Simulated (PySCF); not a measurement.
PySCF job for HfO₂, SMILES [O]=[Hf]=[O], multiplicity 1, TDDFT-PBE/def2-TZVPD. Geometry: B3LYP-D3(BJ)/def2-TZVP. The spin state was assumed, not searched. The isomer is the one that the SMILES or the coordinates give; other isomers of the formula were not compared. The def2 effective core potentials stand for the cores of Hf; spin–orbit coupling is left out.

```python
import numpy as np
from pyscf import gto, scf, dft, tdscf

mol = gto.M(
    atom='''
    Hf    0.00000000    0.00000000   -0.19174082
    O     0.00000000   -1.44588616    0.86283371
    O     0.00000000    1.44588616    0.86283371
    ''',
    basis='def2-TZVPD',
    ecp={'Hf': 'def2-tzvp'},
    charge=0,
    spin=0,
    symmetry=True,
    max_memory=1600,
    verbose=4,
)
mf = dft.RKS(mol, xc='pbe').density_fit(auxbasis='def2-universal-jkfit')
mf.grids.level = 3
mf.conv_tol = 1e-9
mf.max_cycle = 100
mf.kernel()
mf.grids = dft.Grids(mol).set(level=1).build(with_non0tab=True)  # coarser grid for the response kernel
td = tdscf.TDDFT(mf)
td.singlet = True
td.nstates = 10
td.conv_tol = 1e-4
td.positive_eig_threshold = 1e-6
td.kernel(x0=td.get_init_guess(mf, 15))
td.analyze()
tt = tdscf.TDA(mf)
tt.singlet = False
tt.nstates = 4
tt.conv_tol = 1e-4
tt.positive_eig_threshold = 1e-6
tt.kernel(x0=tt.get_init_guess(mf, 9))
tt.analyze(verbose=3)
```

Program output:

```
PySCF version 2.14.0

[INPUT] verbose = 4
[INPUT] num. atoms = 3
[INPUT] num. electrons = 28
[INPUT] charge = 0
[INPUT] spin (= nelec alpha-beta = 2S) = 0
[INPUT] symmetry True subgroup None
[INPUT] Mole.unit = angstrom
[INPUT] Symbol           X                Y                Z      unit          X                Y                Z       unit  Magmom
[INPUT]  1 Hf     0.000000000000   0.000000000000  -0.191740820000 AA    0.000000000000   0.000000000000  -0.362337636700 Bohr   0.0
[INPUT]  2 O      0.000000000000  -1.445886160000   0.862833710000 AA    0.000000000000  -2.732328849699   1.630519402942 Bohr   0.0
[INPUT]  3 O      0.000000000000   1.445886160000   0.862833710000 AA    0.000000000000   2.732328849699   1.630519402942 Bohr   0.0

nuclear repulsion = 68.4848070907898
point group symmetry = C2v
symmetry origin: [0.00000000e+00 0.00000000e+00 6.87173135e-09]
symmetry axis x: [-1. -0. -0.]
symmetry axis y: [0. 1. 0.]
symmetry axis z: [0. 0. 1.]
num. orbitals of irrep A1 = 46
num. orbitals of irrep A2 = 17
num. orbitals of irrep B1 = 23
num. orbitals of irrep B2 = 37
number of shells = 43
number of NR pGTOs = 175
number of NR cGTOs = 123
basis = def2-TZVPD
ecp = {'Hf': 'def2-tzvp'}


[settings echo left out]
init E= -178.43899895349
HOMO (B2) = -0.544105936384106  LUMO (A1) = -0.324351257515069  gap/eV = 5.97983
cycle= 1 E= -197.917277442755  delta_E= -19.5  |g|= 1.61  |ddm|= 15.5
HOMO (A1) = -0.0915197427031451  LUMO (B1) = -0.0529344727813752  gap/eV = 1.04996
cycle= 2 E= -184.423705787064  delta_E= 13.5  |g|= 5.97  |ddm|= 4.82
HOMO (B2) = -0.177759842746496  LUMO (A1) = -0.0792846837728085  gap/eV = 2.67965
cycle= 3 E= -198.320299172794  delta_E= -13.9  |g|= 0.592  |ddm|= 4.59
HOMO (B2) = -0.229011879656802  LUMO (A1) = -0.189181211633063  gap/eV = 1.08385
cycle= 4 E= -198.384067540817  delta_E= -0.0638  |g|= 0.476  |ddm|= 0.877
HOMO (B2) = -0.186764191651449  LUMO (A1) = -0.15646653407622  gap/eV = 0.82444
cycle= 5 E= -198.431230321829  delta_E= -0.0472  |g|= 0.195  |ddm|= 0.366
HOMO (B2) = -0.193190518591635  LUMO (A1) = -0.156785421895794  gap/eV = 0.99063
cycle= 6 E= -198.436993177501  delta_E= -0.00576  |g|= 0.121  |ddm|= 0.111
HOMO (B2) = -0.197199326523524  LUMO (A1) = -0.155887894327673  gap/eV = 1.12414
cycle= 7 E= -198.439727767176  delta_E= -0.00273  |g|= 0.0403  |ddm|= 0.0539
HOMO (B2) = -0.197573719591738  LUMO (A1) = -0.154649795335938  gap/eV = 1.16802
cycle= 8 E= -198.44005596589  delta_E= -0.000328  |g|= 0.00771  |ddm|= 0.0203
HOMO (B2) = -0.197984894080655  LUMO (A1) = -0.154598388612555  gap/eV = 1.18061
cycle= 9 E= -198.440068920199  delta_E= -1.3e-05  |g|= 0.000329  |ddm|= 0.00601
HOMO (B2) = -0.198010837154932  LUMO (A1) = -0.154596668953509  gap/eV = 1.18136
cycle= 10 E= -198.440068938126  delta_E= -1.79e-08  |g|= 0.000154  |ddm|= 0.000417
HOMO (B2) = -0.198006843355714  LUMO (A1) = -0.154599891252239  gap/eV = 1.18116
cycle= 11 E= -198.440068942937  delta_E= -4.81e-09  |g|= 1.62e-05  |ddm|= 8.95e-05
HOMO (B2) = -0.198006945176964  LUMO (A1) = -0.154600605199867  gap/eV = 1.18115
cycle= 12 E= -198.440068942994  delta_E= -5.7e-11  |g|= 1.12e-06  |ddm|= 9.5e-06
HOMO (B2) = -0.198006671613321  LUMO (A1) = -0.15460071381623  gap/eV = 1.18114
Extra cycle  E= -198.440068942989  delta_E= 5e-12  |g|= 5.07e-06  |ddm|= 3.44e-06
converged SCF energy = -198.440068942989
tot grids = 19200
Overwritten attributes  positive_eig_threshold  of <class 'pyscf.tdscf.rks.CasidaTDDFT'>


******** <class 'pyscf.tdscf.rks.CasidaTDDFT'> for <class 'pyscf.df.df_jk.DFSymAdaptedRKS'> ********
nstates = 10 singlet
deg_eia_thresh = 1.000e-03
wfnsym = None
conv_tol = 0.0001
eigh lindep = 1e-12
eigh level_shift = 0
eigh max_cycle = 100


Excitation energies (eV)
[1.20707366 2.42565821 2.49843726 2.83781033 2.9845363  2.98656453
 3.14838308 3.15543665 4.10587599 4.26253812]

** Singlet excitation energies and oscillator strengths **
Excited State   1:   B2      1.20707 eV   1027.15 nm  f=0.0012
      14 -> 15       -0.70702
Excited State   2:   A1      2.42566 eV    511.14 nm  f=0.0165
      13 -> 15        0.70342
Excited State   3:   B1      2.49844 eV    496.25 nm  f=0.0056
      12 -> 15        0.70690
Excited State   4:   A2      2.83781 eV    436.90 nm  f=0.0000
      11 -> 15       -0.70602
Excited State   5:   A2      2.98454 eV    415.42 nm  f=0.0000
      14 -> 16       -0.70616
Excited State   6:   B2      2.98656 eV    415.14 nm  f=0.0150
      10 -> 15        0.70049
Excited State   7:   B2      3.14838 eV    393.80 nm  f=0.0025
      14 -> 17        0.70269
Excited State   8:   A1      3.15544 eV    392.92 nm  f=0.0031
       9 -> 15        0.70563
Excited State   9:   B1      4.10588 eV    301.97 nm  f=0.0058
      13 -> 16        0.70464
Excited State  10:   A1      4.26254 eV    290.87 nm  f=0.0098
      12 -> 16        0.55193
      13 -> 17       -0.43561

** Transition electric dipole moments (AU) **
state          X           Y           Z        Dip. S.      Osc.
  1         0.0000     -0.2011     -0.0000      0.0404      0.0012
  2         0.0000      0.0000     -0.5277      0.2785      0.0165
  3         0.3018      0.0000      0.0000      0.0911      0.0056
  4        -0.0000     -0.0000     -0.0000      0.0000      0.0000
  5        -0.0000     -0.0000     -0.0000      0.0000      0.0000
  6        -0.0000      0.4532      0.0000      0.2054      0.0150
  7         0.0000      0.1817      0.0000      0.0330      0.0025
  8         0.0000     -0.0000      0.1997      0.0399      0.0031
  9        -0.2398      0.0000     -0.0000      0.0575      0.0058
 10         0.0000      0.0000      0.3056      0.0934      0.0098

WARN: ECP detected. Skipping calculation of transition velocity and magnetic dipole moments, which have not yet been implemented.

Overwritten attributes  positive_eig_threshold  of <class 'pyscf.tdscf.rks.TDA'>


******** <class 'pyscf.tdscf.rks.TDA'> for <class 'pyscf.df.df_jk.DFSymAdaptedRKS'> ********
nstates = 4 triplet
deg_eia_thresh = 1.000e-03
wfnsym = None
conv_tol = 0.0001
eigh lindep = 1e-12
eigh level_shift = 0
eigh max_cycle = 100


Excitation energies (eV)
[1.13528075 2.11840481 2.32287603 2.6588162 ]

** Triplet excitation energies and oscillator strengths **
Excited State   1:   B2      1.13528 eV   1092.10 nm  f=0.0000
Excited State   2:   A1      2.11840 eV    585.27 nm  f=0.0000
Excited State   3:   B1      2.32288 eV    533.75 nm  f=0.0000
Excited State   4:   A2      2.65882 eV    466.31 nm  f=0.0000
```

Self-consistency was reached.
